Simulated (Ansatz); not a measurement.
```xyz
3

Cl    0.0000    0.0000   -1.9293
Zn    0.0000    0.0000    0.0000
Cl    0.0000    0.0000    1.9293
```

Basis set: cc-pVDZ (spherical functions). Frozen core: 15 orbitals. Charge 0, multiplicity 1.

Computed with Ansatz (development build ahead of 0.2.0); each method stands on the lowest determinant of its kind that the runs found. Restricted open shells among the atoms or ions are ROHF, correlated in semicanonical orbitals with singles.

(1) Give the atomization energy at this shape (free ground-state atoms in the same class of orbitals less the molecule, no zero-point energy) of singlet ZnCl2 by RHF-MP2, RHF.

## Answers

(1)

```csv
method,atomization energy
RHF-MP2,138.74 kcal/mol
RHF,106.42 kcal/mol
```

Caution: the shape is not the minimum.
